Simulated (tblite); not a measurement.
Species: CH7BrSi3.
Atom-mapped SMILES: `[Br:1][SiH:2]1[SiH2:3][CH2:4][SiH2:5]1` (hydrogens: H6 on Si2; H7, H8 on Si3; H9, H10 on C4; H11, H12 on Si5)

Computed with GFN2-xTB (tblite), gas phase: L-BFGS steps from a force-field or distance-geometry start until the largest atomic force falls under 0.01 eV/Å.

Step 0: E = -406.1099 eV
```
atom  x, y, z in Å  |  force x, y, z in eV/Å
Br1     0.0703    2.6208   -2.1229   -0.099   0.627  -0.423
Si2    -0.2681    1.5002   -0.2621    0.289   1.316   0.045
Si3    -1.1889   -0.5181   -0.3921   -2.843  -1.091  -0.406
C4     -0.0175   -0.9696    0.9852    0.220  -1.198   0.334
Si5     1.2890   -0.1139   -0.0327    2.565   0.644   0.363
H6     -0.4351    2.2124    0.9941   -0.179   0.496  -0.160
H7     -0.7903   -1.2622   -1.6010   -0.396   0.049   0.157
H8     -2.6073   -0.5741   -0.0553   -0.197  -0.300  -0.100
H9     -0.1571   -0.3979    1.9208   -0.074  -0.795  -0.374
H10     0.1275   -2.0586    1.1241   -0.161   0.756   0.452
H11     2.4447    0.2470    0.7645    0.507  -0.243   0.021
H12     1.5340   -0.6868   -1.3487    0.367  -0.261   0.091
```

Step 1: E = -406.3344 eV
```
atom  x, y, z in Å  |  force x, y, z in eV/Å
Br1     0.0689    2.6298   -2.1290   -0.091   0.654  -0.449
Si2    -0.2639    1.5191   -0.2615    0.262  -0.014  -0.001
Si3    -1.2295   -0.5337   -0.3979   -0.934  -0.319   0.064
C4     -0.0144   -0.9867    0.9900    0.133   0.072  -0.694
Si5     1.3256   -0.1047   -0.0275    0.880   0.391   0.214
H6     -0.4377    2.2195    0.9918   -0.192   0.592  -0.048
H7     -0.7960   -1.2615   -1.5988   -0.412   0.001   0.087
H8     -2.6101   -0.5784   -0.0567   -0.898  -0.339   0.060
H9     -0.1582   -0.4092    1.9155   -0.092  -0.710  -0.249
H10     0.1252   -2.0478    1.1306   -0.031  -0.022   0.514
H11     2.4519    0.2435    0.7648    1.001  -0.098   0.349
H12     1.5392   -0.6905   -1.3474    0.375  -0.208   0.152
```

Q: Estimate the geometry and energy of step 2. (The exact step hangs on the optimiser's Hessian estimate; all steps are aligned on step 1, rigid shifts and turns removed.)

A: E = -406.4931 eV, largest force 1.292 eV/Å
```
atom  x, y, z in Å  |  force x, y, z in eV/Å
Br1     0.0663    2.6479   -2.1414   -0.112   0.545  -0.280
Si2    -0.2564    1.5263   -0.2612    0.204  -0.471  -0.081
Si3    -1.2666   -0.5470   -0.3988    0.143   0.122   0.194
C4     -0.0102   -0.9919    0.9764    0.104   0.397  -0.850
Si5     1.3599   -0.0923   -0.0206    0.008   0.186   0.025
H6     -0.4430    2.2355    0.9898   -0.173   0.558  -0.108
H7     -0.8074   -1.2612   -1.5959   -0.429  -0.028   0.044
H8     -2.6313   -0.5877   -0.0559   -1.234  -0.349   0.158
H9     -0.1607   -0.4296    1.9078   -0.101  -0.545  -0.220
H10     0.1236   -2.0439    1.1446    0.039  -0.244   0.382
H11     2.4771    0.2399    0.7727    1.175  -0.041   0.487
H12     1.5496   -0.6967   -1.3435    0.375  -0.131   0.249
```

The energy changes by -0.1587 eV. The first-order estimate −F·Δx gives -0.2002 eV and the mean of the old and new forces, exact on a quadratic surface, -0.1594 eV. The step makes an angle of 15° with the force vector and moves no atom by more than 0.039 Å.

The cost below is that of the whole relaxation. Time: 0.49 s. Hardware: Arm Neoverse V2, one thread, shared host with 96 logical CPUs at a one-minute load of 46.
